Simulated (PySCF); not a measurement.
A calculated (LDA, PySCF 2.14, x2c-QZVPPall, scalar relativity by spin-free X2C-1e) atom or ion has these occupied shells.

| shell | electrons | orbital energy (eV) | rms radius, mean of both spins (bohr) |
| --- | --- | --- | --- |
| 1s α | 1 | -19768.1 | 0.0405 |
| 1s β | 1 | -19768.1 | 0.0405 |
| 2s α | 1 | -2796.9 | 0.167 |
| 2s β | 1 | -2796.4 | 0.167 |
| 2p α | 3 | -2503.5 | 0.148 |
| 2p β | 3 | -2503.1 | 0.148 |
| 3s α | 1 | -478.74 | 0.460 |
| 3s β | 1 | -478.40 | 0.460 |
| 3p α | 3 | -382.51 | 0.465 |
| 3p β | 3 | -382.14 | 0.465 |
| 3d α | 5 | -225.17 | 0.456 |
| 3d β | 5 | -224.68 | 0.456 |
| 4s α | 1 | -68.939 | 1.17 |
| 4s β | 1 | -66.650 | 1.17 |
| 4p α | 3 | -43.096 | 1.32 |
| 4p β | 3 | -40.603 | 1.32 |
| 4d α | 4 | -7.778 | 2.02 |
| 5s α | 1 | -6.451 | 3.46 |
| 5p α | 1 | -2.621 | 4.69 |

Task: Name the element and its charge.

Result: Mo (molybdenum, neutral), in [Kr] 4d4 5s1 5p1, one real determinant (an excited configuration).
